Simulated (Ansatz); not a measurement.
Wavefunction ladder for `[CH3][GeH2][SH]`

| atom | x (Å) | y (Å) | z (Å) |
| --- | --- | --- | --- |
| C1 | -0.8752 | 0.9521 | -0.5211 |
| Ge2 | 0.6216 | -0.0647 | 0.1930 |
| S3 | -0.1714 | -2.1168 | 0.5637 |
| H4 | -0.5643 | 1.9765 | -0.7309 |
| H5 | -1.6916 | 0.9725 | 0.2012 |
| H6 | -1.2302 | 0.4953 | -1.4453 |
| H7 | 1.1351 | 0.5322 | 1.5171 |
| H8 | 1.7884 | -0.1403 | -0.8099 |
| H9 | 0.9875 | -2.6068 | 1.0322 |

The species carries charge 0 and has multiplicity 1. Correlated methods include outer-core shells of Ge, which these sets cover unevenly. Scalar relativity is left out up to krypton. The structure was optimised at the PBE0-D4/def2-TZVP level. It is one conformer, not always the lowest. Frozen core, restricted reference, Ansatz 0.2.0.

| basis | HF (Eh) | MP2 corr. | CCSD corr. | (T) | CCSD(T) total |
| --- | --- | --- | --- | --- | --- |
| def2-SVP | ? | ? | -0.55303 | ? | ? |
| def2-TZVPP | -2514.31729 | ? | -0.66369 | -0.02578 | ? |
| def2-QZVPP | -2514.37262 | -0.91395 | -0.92994 | -0.03216 | -2515.33472 |

Q: Fill in the withheld values. (An estimate is asked.)

A: Ansatz gave: def2-SVP HF (Eh): -2513.86820; def2-SVP MP2 corr.: -0.51403; def2-SVP (T): -0.01538; def2-SVP CCSD(T) total: -2514.43661; def2-TZVPP MP2 corr.: -0.62320; def2-TZVPP CCSD(T) total: -2515.00676.
